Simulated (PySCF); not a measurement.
**Computed vibrations of [Eu(H2O)3]2+**

[Eu(H2O)3]2+ (singlet in the valence; each metal's 4f electrons, 7 of them, lie in its core potential, out of spins and levels). PySCF 2.14.0, RKS BP86, Eu lcecp-0-SVP with ECP53, O def2-SVP, H def2-SVP; non-relativistic Hamiltonian with scalar-relativistic core potentials where named; density fitting; no spin-orbit coupling. Central differences of gradients.

```xyz
10

Eu    0.0000    0.0000    0.0000
O     2.4993    0.0000    0.0000
H     3.1118    0.0000    0.7707
H     3.1118    0.0000   -0.7707
O    -1.2497    2.1645    0.0000
H    -1.5559    2.6949    0.7707
H    -1.5559    2.6949   -0.7707
O    -1.2496   -2.1645    0.0000
H    -1.5559   -2.6949    0.7707
H    -1.5559   -2.6949   -0.7707
```

Run from Python with OMP_NUM_THREADS=2. Where DIIS fails, smearing, a level shift and second-order steps follow.
It took 41 s on 2 threads of Arm Neoverse V2, on a shared host.

Problem. What are the harmonic wavenumbers and infrared intensities?

Solution. Modes are labelled in D3h; negative numbers are unstable modes, those under 60 cm⁻¹ near the noise; a finer grid moves soft modes by up to 10 cm⁻¹.
```tsv
cm⁻¹	km/mol	symmetry
-131	–	a1''
-113	–	e''
-113	–	e''
-19	–	a2''
23	2.6	e'
23	2.6	e'
283	0.0	a1'
291	11.6	e'
291	11.6	e'
473	0.0	a2'
486	0.0	e''
486	0.0	e''
500	470.7	e'
500	470.7	e'
500	250.0	a2''
1634	127.7	e'
1634	127.7	e'
1636	0.0	a1'
3612	293.6	e'
3612	293.6	e'
3617	0.0	a1'
3669	0.0	e''
3669	0.0	e''
3670	663.6	a2''
```

Problem. Is this a minimum?

Solution. No: 3 unstable (and 1 more above −25 cm⁻¹, within the noise); the lowest moves the atoms so:
```
Eu   0.00  0.00  0.00
O    0.00  0.00  0.00
H    0.00  0.41  0.00
H    0.00 -0.41  0.00
O    0.00  0.00  0.00
H   -0.35 -0.20  0.00
H    0.35  0.20  0.00
O    0.00  0.00  0.00
H    0.35 -0.20  0.00
H   -0.35  0.20  0.00
```

An lcecp potential fixes the number of 4f electrons, so in runs with it no electron can move into or out of that shell.
